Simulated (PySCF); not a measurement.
Species: C6H11NSi2.
Numbering: `[N:1]#[C:2]/[CH:3]=[CH:4]\[CH2:5][SiH2:6]/[CH:7]=[CH:8]/[SiH3:9]` (hydrogens: H10 on C3; H11 on C4; H12, H13 on C5; H14, H15 on Si6; H16 on C7; H17 on C8; H18, H19, H20 on Si9)

Structure used (PBE0-D3(BJ)/def2-SVP), in Å, numbered top down from 1:
```
atom  x, y, z in Å
N1     0.0948   -2.8632   -0.1859
C2    -0.7802   -2.1825    0.1599
C3    -1.8498   -1.3351    0.5695
C4    -2.2907   -0.3095   -0.1856
C5    -1.7262    0.1256   -1.4817
Si6   -0.6066    1.6596   -1.2846
C7     0.7982    1.2806   -0.1027
C8     1.6041    0.2116   -0.2338
Si9    2.9537   -0.2429    0.9861
H10   -2.3107   -1.5568    1.5353
H11   -3.1189    0.2824    0.2201
H12   -2.5260    0.4072   -2.1867
H13   -1.1217   -0.6690   -1.9491
H14   -0.1076    2.0229   -2.6474
H15   -1.4281    2.7930   -0.7576
H16    0.9509    1.9484    0.7572
H17    1.4521   -0.4742   -1.0802
H18    4.2742   -0.3528    0.2919
H19    2.6560   -1.5555    1.6331
H20    3.0314    0.8252    2.0300
```

Level of theory: PySCF, PBE0-D3(BJ)/def2-SVP geometry optimisation, gas phase.

Masses are those of the commonest isotopes; rigid-rotor values at the optimised geometry. The values belong to one conformer with, in the numbering `[N:1]#[C:2]/[CH:3]=[CH:4]\[CH2:5][SiH2:6]/[CH:7]=[CH:8]/[SiH3:9]`, C3–C4–C5–Si6 -101°, C4–C5–Si6–C7 59°, C5–Si6–C7–C8 52°.

(1) What are A, B and C (GHz)?

(2) What kind of rotor is it?

(3) Is it planar, by Δ = Ic − Ia − Ib?

(4) Give the other two planar moments, Paa and Pbb, and the rms extents of the mass along the axes.

(5) Which types of transition are allowed, and where do some lines up to J = 5 fall?

(6) Estimate the classical rotational partition function at 50 K, 298.15 K and 500 K.

Answers

(1) Ia = 394.07, Ib = 597.80, Ic = 890.15 u·Å²; 505379 MHz·u·Å²/I gives 1282, 845.4 and 567.7 MHz, that is A = 1.2825, B = 0.8454, C = 0.5677 GHz.

(2) An asymmetric top. Ray's parameter κ = (2B − A − C)/(A − C) = -0.223; −1 is the prolate and +1 the oblate limit.

(3) Not planar: Δ = Ic − Ia − Ib = -101.72 u·Å². For a rigid frame Δ = −2 Σ m c², so Σ m c² = 50.86 u·Å² lies off the ab plane: 17.40 from hydrogen and 33.46 from heavier atoms. The atom farthest from that plane is 1.80 Å away.

(4) Paa = Σ m a² = (Ib + Ic − Ia)/2 = 546.94 and Pbb = Σ m b² = (Ia + Ic − Ib)/2 = 343.21 u·Å². With the mass M = 153.04 u, the rms extents √(P/M) along a, b and c are 1.89, 1.50, 0.58 Å.

(5) The dipole components are |μa| = 2.63 D, |μb| = 1.89 D, |μc| = 1.72 D. The squared components, which scale the intensities, stand as 1.00 : 0.52 : 0.43 (a : b : c). Some lines, for components of 0.1 D or more:

| type | branch | J(Ka,Kc) | MHz | lower level (cm⁻¹) |
| --- | --- | --- | --- | --- |
| a | Q | 3(2,1) ← 3(2,2) | 424 | 0.360 |
| c | Q | 5(4,2) ← 5(3,2) | 3466 | 0.908 |
| b | R | 4(2,2) ← 3(3,1) | 3690 | 0.457 |
| b | R | 3(1,3) ← 2(0,2) | 4026 | 0.138 |
| a | R | 3(2,1) ← 2(2,0) | 4567 | 0.221 |
| b | Q | 5(5,1) ← 5(4,2) | 4989 | 1.024 |
| a | R | 4(3,2) ← 3(3,1) | 5796 | 0.457 |
| b | R | 3(2,1) ← 2(1,2) | 6808 | 0.147 |
| c | R | 4(1,3) ← 3(0,3) | 7700 | 0.269 |
| c | R | 4(4,1) ← 3(3,1) | 9708 | 0.457 |

(6) Point group C1, symmetry number σ = 1; q = (√π/σ)·√((kT/h)³/(ABC)), k/h = 20836.6 MHz/K: 76000 at 50 K, 1110000 at 298.15 K, 2400000 at 500 K.

No PBE0-D3(BJ)/def2-SVP frequencies stand behind this structure, so it isn't proved a minimum. Zero-point vibration and centrifugal distortion are left out. A rigid rotor knows nothing of internal rotation, which can split or shift real lines. Quadrupole hyperfine structure (14N) is left out.
